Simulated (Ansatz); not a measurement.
C$_{2}$H$_{3}$BrO, SMILES `O=CCBr`, 7 atoms. Total charge 0; spin multiplicity 1. Correlated methods include outer-core shells of Br, which these sets cover unevenly. Scalar relativity is left out up to krypton. All runs use 2 threads of an Intel Xeon Platinum 8488C on a shared host. Correlated methods freeze the cores.

Q: Give the basis size and wall time and peak host memory of each of these runs in Ansatz. RHF-CCSD(T)/def2-SVP energy; RKS PBE0-D4/def2-TZVP frequencies; RHF-CCSD(T)/def2-TZVPP energy; direct RPA on PBE orbitals/def2-TZVPP energy; RKS PBE0-D4/def2-SVP energy; RKS ωB97M-V/def2-SVP energy; RKS BLYP-D4/def2-TZVPP energy; RKS BHLYP-D4/def2-TZVPP energy; RKS PBE-QIDH (frozen core)/def2-TZVPP energy; RKS PBE0-D4/def2-TZVP relaxation (13 steps); RKS B97M-V/def2-TZVPP energy; RKS ωB97M-V/def2-QZVPP energy. (An estimate is asked.)

A: Computed: Other jobs shared the machine, so times are rough.

| level | job | functions | wall time | peak host memory (GiB) |
| --- | --- | --- | --- | --- |
| RKS PBE0-D4/def2-SVP | energy | 89 | 0.95 s | 0.18 |
| RKS BLYP-D4/def2-TZVPP | energy | 183 | 1.4 s | 0.21 |
| RKS BHLYP-D4/def2-TZVPP | energy | 183 | 2.3 s | 0.4 |
| RKS ωB97M-V/def2-SVP | energy | 89 | 2.9 s | 0.26 |
| RHF-CCSD(T)/def2-SVP | energy | 89 | 3.6 s | 0.33 |
| direct RPA on PBE orbitals/def2-TZVPP | energy | 183 | 3.7 s | 0.37 |
| RKS PBE-QIDH (frozen core)/def2-TZVPP | energy | 183 | 4.1 s | 0.42 |
| RKS B97M-V/def2-TZVPP | energy | 183 | 6 s | 0.27 |
| RKS ωB97M-V/def2-QZVPP | energy | 350 | 11 s | 1.2 |
| RKS PBE0-D4/def2-TZVP | relaxation (13 steps) | 159 | 35 s | 0.37 |
| RHF-CCSD(T)/def2-TZVPP | energy | 183 | 50 s | 2 |
| RKS PBE0-D4/def2-TZVP | frequencies | 159 | 68 s | 0.37 |
